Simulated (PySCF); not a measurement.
These are TPSSh-D3(BJ)/def2-TZVP // TPSS-D3(BJ)/def2-SVP (PySCF) values and carry that method's errors. Isolated molecules, 0 K electronic values unless said otherwise. One relaxed conformer stands for a flexible species; it need not be the lowest. 

Reference species: [Mo(F)3(OH)3] (neutral, multiplicity 1).

```
Property                                 Result
-------------------------------------  --------
coordination number                           6
charge on the central atom (Mulliken)    1.88 e
HOMO                                   -8.99 eV
```

Changed species: [Mo(F)6] (0 of 6 F replaced by OH; the reference has 3 of 6 F replaced by OH).

Problem. Give the shifts of the coordination number, charge on the central atom (Mulliken) and HOMO.

Solution. the coordination number stays essentially unchanged; the charge on the central atom (Mulliken) rises by 0.17 e, to 2.05 e; the HOMO falls by 2.67 eV, to -11.66 eV.
